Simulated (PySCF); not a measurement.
C₃H₇BO₂, SMILES OB1CC(O)C1. Atoms are numbered in the order given.

```xyz
13

O      2.2361     0.9610     0.1918
B      1.0112     0.4289    -0.0111
C     -0.4340     1.0614     0.0746
C     -0.8915    -0.4103     0.3217
O     -2.0341    -0.8695    -0.3600
C      0.4197    -1.0287    -0.2178
H      2.9410     0.3017     0.1392
H     -0.7180     1.8408     0.7985
H     -0.7728     1.3628    -0.9342
H     -0.9724    -0.5972     1.4140
H     -2.7855    -0.3473    -0.0478
H      0.2691    -1.2255    -1.2959
H      0.8022    -1.9464     0.2555
```

Geometry optimised at r2SCAN-D4/def2-SVP. This is a generated structure with no PubChem entry under its InChIKey; it may be hypothetical. Other conformers were not sampled.

All values below come from PBE/def2-TZVP run with PySCF.

ESP charges are fitted to the potential on shells at 1.4 to 2.0 van der Waals radii. Atomic charges (e):

| atom | Mulliken | Löwdin | IAO | ESP fit |
|---|---|---|---|---|
| O1 | -0.33 | 0.23 | -0.48 | -0.60 |
| B2 | 0.11 | -0.72 | 0.38 | 0.54 |
| C3 | -0.27 | -0.17 | -0.47 | -0.50 |
| C4 | 0.03 | -0.33 | 0.11 | 0.45 |
| O5 | -0.39 | 0.00 | -0.54 | -0.59 |
| C6 | -0.26 | -0.17 | -0.46 | -0.69 |
| H7 | 0.32 | 0.21 | 0.37 | 0.40 |
| H8 | 0.11 | 0.14 | 0.15 | 0.12 |
| H9 | 0.11 | 0.17 | 0.16 | 0.14 |
| H10 | 0.07 | 0.14 | 0.11 | 0.00 |
| H11 | 0.29 | 0.17 | 0.35 | 0.36 |
| H12 | 0.11 | 0.17 | 0.17 | 0.21 |
| H13 | 0.11 | 0.14 | 0.15 | 0.17 |

Problem. Give the Mayer and Wiberg (Löwdin basis) orders of the bonds. (The exact figures need the calculation; the answer reports its results.)

Solution. 
```csv
bond,Mayer,Wiberg
O1–B2,1.46,2.06
B2–C3,1.01,1.18
C3–C4,0.99,1.10
C4–O5,1.16,1.60
B2–C6,1.02,1.18
C4–C6,0.97,1.11
O1–H7,0.87,0.94
C3–H8,0.93,0.85
C3–H9,0.90,0.80
C4–H10,0.96,0.82
O5–H11,0.90,1.02
C6–H12,0.91,0.79
C6–H13,0.93,0.85
```
